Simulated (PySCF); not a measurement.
**Excitation energy of Bi⁺ by level of theory**

Bi⁺ [Xe] 4f14 5d10 6s2 6p2 (3P) → Bi⁺ [Xe] 4f14 5d10 6s2 6p1 7s1 (3P), as a difference of total energies. Calculation: PySCF 2.14, in aug-cc-pVTZ-DK3 (9s8p6d3f, 84 functions); the spin-free X2C one-electron Hamiltonian (Gaussian nucleus). Correlated levels: valence: [Xe] 4f14 5d10 frozen. The calculations carry no spin-orbit coupling.

```csv
method,excitation energy (cm⁻¹)
UHF,60877
MP2 (valence),61074
SCS-MP2 (valence),61135
CCSD (valence),61046
CCSD(T) (valence),61012
```

Spin-orbit coupling is strong in these open shells (close to jj coupling). The scalar numbers leave it out and a first-order estimate fails, so it can dominate the gap to the real levels.

The promoted electron is Rydberg-like, and one or two diffuse shells describe it only roughly, which tends to raise the upper state.
